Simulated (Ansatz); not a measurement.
`C=[C](N)[GaH][CH3]` and `C=C(N)Cl` differ in one atom or group.

Ansatz, PBE0-D4/def2-TZVP geometries, multiplicity 1. Each molecule was computed in one conformer, which needn't be the lowest.

Scalar relativity is left out up to krypton.

| property | `C=[C](N)[GaH][CH3]` |
| --- | --- |
| HOMO energy (PBE/def2-TZVPP) / eV | -4.87 |
| HOMO energy (B3LYP/def2-TZVPP) / eV | -5.77 |
| HOMO energy (ωB97M-V/def2-TZVPP) / eV | -8.16 |
| HOMO–LUMO gap (ωB97M-V/def2-TZVPP) / eV | 8.63 |
| size of the dipole moment (ωB97M-V/def2-TZVPP) / D | 0.91 |
| HOMO–LUMO gap (B3LYP/def2-TZVPP) / eV | 4.27 |

**Question.** Give the same properties after the change, and the shifts. (An estimate is asked.)

**Answer.** Ansatz gave: 
```tsv
property	`C=C(N)Cl`	shift
HOMO energy (PBE/def2-TZVPP) / eV	-5.24	-0.37
HOMO energy (B3LYP/def2-TZVPP) / eV	-6.21	-0.44
HOMO energy (ωB97M-V/def2-TZVPP) / eV	-8.63	-0.47
HOMO–LUMO gap (ωB97M-V/def2-TZVPP) / eV	10.98	2.35
size of the dipole moment (ωB97M-V/def2-TZVPP) / D	2.08	1.17
HOMO–LUMO gap (B3LYP/def2-TZVPP) / eV	6.49	2.22
```

With PBE0 the HOMO falls by 0.45 eV and the LUMO rises by 1.77 eV, so the gap widens by about 2.22 eV. PBE moves the HOMO by -0.37 eV and ωB97M-V by -0.47 eV. Dipoles are sizes alone; their direction can turn.

B3LYP here is the variant with VWN-RPA as its local correlation; programs differ in this.
